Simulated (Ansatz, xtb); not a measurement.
Relative energy of two structures of GeH2OS

We compare a, a singlet given by its coordinates, with b, `[OH][GeH]=[S]`, a singlet. Both are isolated molecules in the gas phase, relaxed with B3LYP-D3(BJ)/def2-SVP; the shapes shown needn't be the lowest conformers.

a (Å):

```xyz
5

Ge    0.5515    1.2437   -0.3059
O     1.6539    1.6061   -1.6853
S     1.5129   -0.7555    0.1478
H     1.4486    2.4615   -2.0888
H     0.6686   -0.9979    1.1790
```

Close contacts (Å): Ge1–O2 1.80, Ge1–S3 2.26, O2–H4 0.97, S3–H5 1.35.

b (Å):

```csv
atom,x (Å),y (Å),z (Å)
Ge,0.4004,0.2041,-0.3536
O,-1.2815,-0.0105,-0.8654
S,1.4670,-1.1325,0.7470
H,-1.6489,-0.8535,-0.5578
H,0.7468,1.5756,-0.9476
```

Quicker runs give these differences E(b) − E(a): GFN2-xTB +117.6 kJ/mol; HF/STO-3G +75.9 kJ/mol (at GFN2-xTB geometries); r2SCAN-D4/def2-SVP +43.2 kJ/mol (at GFN2-xTB geometries).

Q: Estimate E(b) − E(a) at the level CCSD(T)/def2-TZVPP.

A: Calculated at CCSD(T)/def2-TZVPP: E(b) − E(a) = +40.2 kJ/mol, so structure a lies lower.

Level by level:

| level | geometry | E(b) − E(a) (kJ/mol) | departure from the last row (kJ/mol) | job, with rough time for the two |
| --- | --- | --- | --- | --- |
| GFN2-xTB | GFN2-xTB | +117.6 | +77.5 | optimisation, 0.15 s |
| HF/STO-3G | GFN2-xTB | +75.9 | +35.8 | single point, 0.4 s |
| r2SCAN-D4/def2-SVP | GFN2-xTB | +43.2 | +3.1 | single point, 3.7 s |
| B3LYP-D3(BJ)/def2-SVP | B3LYP-D3(BJ)/def2-SVP | +57.5 | +17.3 | optimisation, 32 s |
| HF/def2-TZVPP | B3LYP-D3(BJ)/def2-SVP | +44.6 | +4.4 | part of the CCSD(T) run |
| MP2/def2-TZVPP | B3LYP-D3(BJ)/def2-SVP | +32.4 | −7.7 | part of the CCSD(T) run |
| CCSD(T)/def2-TZVPP | B3LYP-D3(BJ)/def2-SVP | +40.2 |  | single point, 95 s |

None of the levels shown reverses the order. The largest departure from CCSD(T)/def2-TZVPP is that of GFN2-xTB, 77.5 kJ/mol.

With harmonic frequencies from B3LYP-D3(BJ)/def2-SVP (ideal gas, rigid rotor, one conformer each, 298.15 K, 1 atm): the zero-point term adds −0.3 kJ/mol; ΔH is +39.0 and ΔG +41.1 kJ/mol.

The correlated steps freeze 15 core orbitals; the filled d shell of Ge is correlated, in a basis made for valence electrons. Run with Ansatz 0.2.0, xtb 6.7.1; the last row on 1 thread of Arm Neoverse V1 on a shared host.
